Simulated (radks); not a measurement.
Species: the iridium ion Ir3+. Configuration: [Xe] 4f14 5d5 6s1 (not the ground configuration). All-electron calculation, scalar-relativistic Kohn-Sham, r2SCAN, spin-unpolarised, spherical densities, finite nucleus; meta-GGA in the generalised Kohn-Sham scheme; Fermi nuclear charge, rms radius 5.4032 fm. Program: a radial shooting solver on a logarithmic mesh with Libxc functionals.

X-ray form factor f0, the Fourier transform of the density (f0(0) = 74):

sin(theta)/lambda (1/angstrom),f0 (electrons)
0.05,73.278
0.1,71.265
0.15,68.335
0.2,64.913
0.25,61.339
0.3,57.825
0.4,51.346
0.5,45.749
0.6,40.967
0.8,33.244
1,27.282
1.25,21.838
1.5,18.272
2,14.351
